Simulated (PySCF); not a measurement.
## Se: excitation energy

Se [Ar] 3d10 4s2 4p4 (3P) → Se [Ar] 3d10 4s2 4p3 4d1 (5D), as a difference of total energies. Computed with PySCF 2.14 in dyall-av2z (16s12p8d, 92 functions), with no relativity, point nucleus. Correlated levels: valence: [Ar] 3d10 frozen; virtual orbitals above 40 to 60 times the deepest correlated orbital energy dropped. The calculations carry no spin-orbit coupling.

| method | excitation energy (eV) | difference from reference (eV) |
| --- | --- | --- |
| UHF | 8.733 | +0.992 |
| LDA | 9.382 | +1.641 |
| PBE | 9.099 | +1.358 |
| PBE0 | 9.162 | +1.421 |
| r2SCAN | 9.307 | +1.566 |
| r2SCAN0 | 9.314 | +1.573 |
| PW91 | 9.136 | +1.395 |
| TPSS | 9.218 | +1.477 |
| HSE06 | 9.215 | +1.474 |
| MP2 (valence) | 9.299 | +1.558 |
| SCS-MP2 (valence) | 9.340 | +1.599 |

Reference: 7.741 eV (measured; NIST levels, between the centres of gravity of the two terms).

These non-relativistic numbers lack the scalar-relativistic shift.

Errors of the correlated levels include the incompleteness of this basis and the frozen core.

The promoted electron is Rydberg-like, and one or two diffuse shells describe it only roughly, which tends to raise the upper state.

In the upper state the promoted electron has a positive orbital energy at LDA, PBE, PBE0, r2SCAN, r2SCAN0, PW91, TPSS, HSE06, so the basis confines it.
